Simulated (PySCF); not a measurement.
# Dipole response of Sr²⁺ (strontium, charge +2)

[Kr], closed-shell 1S. Computed with PySCF 2.14 in aug-cc-pVQZ-X2C (9s8p6d3f2g, 102 functions), with the spin-free X2C one-electron Hamiltonian (Gaussian nucleus). Coupled (time-dependent) response in atomic units; α is the mean over directions.

```tsv
method	mean α (bohr³)	C₆ (like pair)	S(−4)
M06-2X	5.666	26.45	4.975
```

S(−4) is the Cauchy moment in α(ω) = α(0) + S(−4) ω² + …

α(iu) at M06-2X:

```csv
u (hartree),α(iu) (bohr³)
0,5.666
0.0500,5.654
0.100,5.617
0.200,5.475
0.300,5.254
0.500,4.659
0.750,3.830
1.00,3.080
1.50,1.995
2.00,1.348
3.00,0.7075
5.00,0.2857
```

A single London oscillator, α(iu) = α/(1 + u²/ω²), gives C₆ = (3/4) ω α². Matching the computed C₆ needs ω = 4 × 26.45 / (3 × 5.666²) = 1.10 hartree.

For an ion, C₆ is the dispersion term alone; charge-induced terms of lower order in 1/R come first.
